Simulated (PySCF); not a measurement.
**Löwdin shares of the frontier orbitals**

Compound: C3H5O3S (charge +1).
Geometry (GFN2-xTB, Å), atoms numbered from 1 in this order:
```xyz
12
C3H5O3S angstrom
C     -1.6785    0.6291   -0.1527
S     -0.1556    0.4080    0.7609
O     -0.2716   -0.5184    1.8200
O      0.6058    1.5922    0.8657
C      0.9234   -0.6672   -0.6261
C      2.1114   -0.8842   -0.0257
O      3.0640   -1.0116    0.5569
H     -2.3416    1.1994    0.4951
H     -2.1184   -0.3396   -0.3578
H     -1.4775    1.1967   -1.0535
H      0.9890   -0.0293   -1.5055
H      0.3509   -1.5758   -0.8033
```

Method: PySCF 2.14.0, density-fitted response routines, TDDFT PBE0/def2-SVPD, vertical, gas phase, core orbitals frozen in the response.

Frontier orbitals with the atoms that hold most of them (Löwdin shares over 4%, at most four atoms; ? is withheld):

| orbital | ε (eV) | atoms |
| --- | --- | --- |
| LUMO+2 | -4.57 | S2 22%, C6 19%, C5 12%, C1 8% |
| LUMO+1 | -7.54 | C6 42%, O7 33%, C5 14%, H11 5% |
| LUMO | -8.26 | C6 28%, O7 22%, S2 19%, C5 10% |
| HOMO | ? | ? |
| HOMO-1 | -14.75 | ? |
| HOMO-2 | -15.37 | O3 41%, O4 41%, S2 12% |
| HOMO-3 | -15.46 | O3 33%, O4 33%, S2 15%, C1 8% |

(1) Which atoms hold the HOMO, and with what shares?

(2) Give the leading atoms of the HOMO-1.

(3) What is the HOMO energy, and the HOMO–LUMO gap?

Results:

(1) C5 (bonded to C, S and 2 H) 24%; O4 (bonded to S) 20%; O3 (bonded to S) 20%; S2 (bonded to 2 C and 2 O) 10%. By element: oxygen 41% or more, carbon 24% or more, sulfur 10%.

(2) O4 (bonded to S) 43%; O3 (bonded to S) 43%; S2 (bonded to 2 C and 2 O) 7%. By element: oxygen 86% or more, sulfur 7%.

(3) ε(HOMO) = -14.37 eV; the gap is 6.11 eV (0.2244 hartree).

Q: The HOMO–LUMO gap is 6.11 eV. Where does the response calculation put the lowest singlet, and from which orbitals?

A: S1 is at 4.96 eV (f = 0.0003), 1.14 eV below the gap, made of HOMO-1→LUMO (98%). Its leading pair isn't HOMO and LUMO; the energies of that pair differ by 6.49 eV. 

Q: One configuration dominates each of S1, S2, S3, S4 and S6. Which, and how do the shares of the two leading atoms of either orbital change from the occupied to the empty one?

A: 
- S1 (4.96 eV, f 0.0003), HOMO-1→LUMO (98%): O4 43% → at most 10%, O3 43% → at most 10%, C6 at most 4% → 28%, O7 at most 4% → 22%
- S2 (5.20 eV, f 0.160), HOMO→LUMO (81%): C5 24% → 10%, O4 20% → at most 10%, C6 at most 10% → 28%, O7 at most 10% → 22%
- S3 (5.22 eV, f 0.0001), HOMO→LUMO+1 (97%): C5 24% → 14%, O4 20% → at most 6%, C6 at most 10% → 42%, O7 at most 10% → 33%
- S4 (5.85 eV, f 0.014), HOMO-2→LUMO (97%): O3 41% → at most 10%, O4 41% → at most 10%, C6 at most 4% → 28%, O7 at most 4% → 22%
- S6 (6.14 eV, f 0.052), HOMO-1→LUMO+1 (73%): O4 43% → at most 6%, O3 43% → at most 6%, C6 at most 4% → 42%, O7 at most 4% → 33%

One conformer stands for the species.
